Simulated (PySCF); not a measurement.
This PySCF input asks for the NMR shieldings of SMILES C[SiH2][Si@@H](C)CCl, C3H11ClSi2; the geometry comes from GFN2-xTB.

```python
import basis_set_exchange as bse
import numpy as np
from pyscf import gto, dft
from pyscf.prop import nmr

atoms = """
C     2.644853    0.151628   -0.548418
Si    1.322009   -0.730122    0.494454
Si   -0.793394   -0.339978   -0.385143
C    -2.178522   -1.025954    0.722615
C    -1.101280    1.556241   -0.519614
Cl   -0.722418    2.328077    1.047590
H     3.645574   -0.059376   -0.182819
H     2.601224   -0.163820   -1.587548
H     2.509283    1.229471   -0.525345
H     1.468959   -0.287126    1.887611
H     1.624980   -2.170995    0.486431
H    -1.045723   -0.811581   -1.764554
H    -3.164365   -0.846308    0.302252
H    -2.070730   -2.097292    0.861120
H    -2.151077   -0.564955    1.706008
H    -2.134015    1.811344   -0.745411
H    -0.462356    2.032774   -1.259138
"""
names = dict.fromkeys(["C", "Si", "Cl", "H"], "pcSseg-1")
basis = {el: gto.basis.parse(bse.get_basis(n, elements=[el], fmt="nwchem")) for el, n in names.items()}
mol = gto.M(atom=atoms, basis=basis, charge=0, verbose=0)
mf = dft.RKS(mol, xc="PBE0")
mf.grids.level = 2
mf.grids.alignment = dft.numint.BLKSIZE   # the property module wants whole blocks of grid points
mf.conv_tol = 1e-9
mf.kernel()

calc = nmr.RKS(mf)   # GIAO
C = mf.mo_coeff
Co = C[:, mf.mo_occ > 0]
resp = mf.gen_response(singlet=True, hermi=2)
def vind(x):   # induced exchange potential for any number of trial vectors
    d = np.einsum("pi,xij,qj->xpq", C, 2 * x.reshape(-1, C.shape[1], Co.shape[1]), Co, optimize=True)
    return np.einsum("xpq,pi,qj->xij", resp(d - d.transpose(0, 2, 1)), C, Co, optimize=True).ravel()
mo1, _ = nmr.rhf.solve_mo1(calc, with_cphf=vind)
sigma = calc.kernel(mo1)
for i, s in enumerate(sigma):   # ppm
    print("%2d %-2s %9.2f" % (i, mol.atom_pure_symbol(i), np.trace(s) / 3))
```

Question: Give the expected output.

Answer: 
```
 0 C     197.52
 1 Si    430.36
 2 Si    384.84
 3 C     193.69
 4 C     153.13
 5 Cl    927.64
 6 H      31.32
 7 H      31.74
 8 H      31.49
 9 H      27.56
10 H      27.92
11 H      27.26
12 H      31.44
13 H      31.69
14 H      31.13
15 H      28.62
16 H      28.63
```

These numbers come from an equivalent density-fitted implementation of the same equations, which agrees with the script to about 0.01 ppm for H and up to a few tenths of a ppm for heavy atoms, so last digits may differ.

Question: Turn these shieldings into chemical shifts. References, each an isolated molecule treated in the same way: TMS for 13C (σ = 186.93 ppm) and 29Si (σ = 349.16 ppm) and 1H (σ = 31.72 ppm); 35Cl (σ = 949.78 ppm) against HCl.

Answer: Averaging equivalent atoms: C 4: 33.8; C 3: -6.8; C 0: -10.6; Si 2: -35.7; Si 1: -81.2; Cl 5: 22; H 11: 4.46; H 9: 4.16; H 10: 3.80; H 15: 3.10; H 16: 3.09; H 12/13/14: 0.30; H 6/7/8: 0.20 ppm. 

Size and cost of the density-fitted run: 178 basis functions, 33 s wall time on 1 thread of an Arm Neoverse V1, shared host; peak memory 0.82 GiB.
